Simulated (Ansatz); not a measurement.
Basis-set series for CH₅AlOS. Charge 0, multiplicity 1. The bonds changed during the relaxation, so this is another structure than the one it started from. All single points use the PBE0-D4/def2-TZVP geometry. It is one conformer, not always the lowest.

Cartesian coordinates in Å:
```
O 0.568 -0.356 0.625
C 0.809 -0.397 -0.822
S -0.075 1.025 -1.479
Al -1.020 0.828 0.566
H 0.511 -1.244 0.998
H 0.424 -1.345 -1.204
H 1.884 -0.327 -0.990
H -0.901 2.046 1.572
H -2.201 -0.230 0.734
```

```json
{"functional": "PBE0-D4", "basis": "def2-TZVPP", "functions": "216", "energy (Eh)": "-756.67659", "HOMO (eV)": "-6.64", "LUMO (eV)": "-0.71"}
{"functional": "PBE0-D4", "basis": "def2-QZVPP", "functions": "404", "energy (Eh)": "-756.70279", "HOMO (eV)": "-6.67", "LUMO (eV)": "-0.91"}
{"functional": "ωB97M-V", "basis": "def2-TZVPP", "functions": "216", "energy (Eh)": "-756.96919", "HOMO (eV)": "-8.82", "LUMO (eV)": "0.85"}
{"functional": "ωB97M-V", "basis": "def2-QZVPP", "functions": "404", "energy (Eh)": "-756.99437", "HOMO (eV)": "-8.85", "LUMO (eV)": "0.38"}
```

Question: Give the rows for def2-SVP. (Estimate.)

Answer: Computed: 
```csv
functional,basis,functions,energy (Eh),HOMO (eV),LUMO (eV)
PBE0-D4,def2-SVP,89,-756.31670,-6.54,-0.41
ωB97M-V,def2-SVP,89,-756.60617,-8.66,1.31
```

Positive LUMOs are unbound and depend on the basis.
